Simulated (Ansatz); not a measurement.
```xyz
2

Ni    0.0000    0.0000    0.0000
B     0.0000    0.0000    3.8272
```

Basis set: pcseg-2 (spherical functions). Charge 0, multiplicity 6.

Computed with Ansatz (development build ahead of 0.2.0); each method stands on the lowest determinant of its kind that the runs found.

Question: Give the atomization energy at this shape (free ground-state atoms in the same class of orbitals less the molecule, no zero-point energy) of sextet NiB by UHF, ROHF.

Answer:

```csv
method,atomization energy
UHF,-2.13 eV
ROHF,-2.05 eV
```

Caution: another spin multiplicity may lie lower; the molecule lies well above its atoms at this level.

The shape needn't be a minimum at these levels.
